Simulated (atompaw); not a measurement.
LDA (PW92) PAW (atompaw) dataset for Al, non-relativistic all-electron reference.

aluminium (Al), PAW, made with atompaw 4.2.0.5 (LDA (PW92), non-relativistic). Core [Ne], reference 3s2 3p1. Waves: 3s (bound): rc 2.15 bohr; 3s channel at 1.25 Ry: rc 2.15 bohr; 3p (bound): rc 2.15 bohr; 3p channel at 3.2 Ry: rc 2.15 bohr. Local part: troulliermartins scheme with l = 2 at 0 Ry, radius 1.50 bohr. Core correction: smooth core density matched at 1.50 bohr. Augmentation charge: sinc compensation charge, radius 2.05 bohr; PAW radius 2.15 bohr; waves and projectors: custom rrkj gramschmidtortho.

All-electron outer shells of the reference configuration (LDA (PW92), non-relativistic, ld1.x):

```tsv
shell	level (eV)	outermost node (bohr)	outermost maximum (bohr)
3s	-7.81	0.80	2.06
3p	-2.79	0.82	2.64
```

(1) Estimate the cutoffs (Ry, on a coarse ladder) from which the occupation-weighted sum of valence levels, in a spherical-Bessel basis at the reference potential, stays within 10 and 1 mRy of its value at 400 Ry.

(2) What does a ghost test show?

(3) Is the overlap operator S = 1 + Σ q|β⟩⟨β| positive definite (Bessel basis up to 400 Ry)?

## Answers

(1) 6 Ry and 8 Ry.

(2) No extra level below or beside the all-electron valence levels (s, p, d, f tested).

(3) Yes: its lowest eigenvalue is 0.34 (s channel).
